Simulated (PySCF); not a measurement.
**Correlation energy of C³⁺ (carbon, charge +3)**

[He] 2s1, 2S determinant. All numbers are calculated (PySCF 2.14, the non-relativistic Hamiltonian (point nucleus), in dyall-acv3z (15s9p4d2f, 76 functions)). Frozen: nothing; 3 electrons correlated; the 5 highest virtual orbitals of each spin left out.

```tsv
level	correlation energy (mhartree)
CCSD	-46.11
(T)	-0.01
CCSD(T)	-46.12
```

Diagnostics: T1 = 0.00068, D1 = 0.0016, largest double amplitude 0.005.

Cost of the coupled-cluster step: of the order of 13 core-seconds, for 3 correlated electrons.
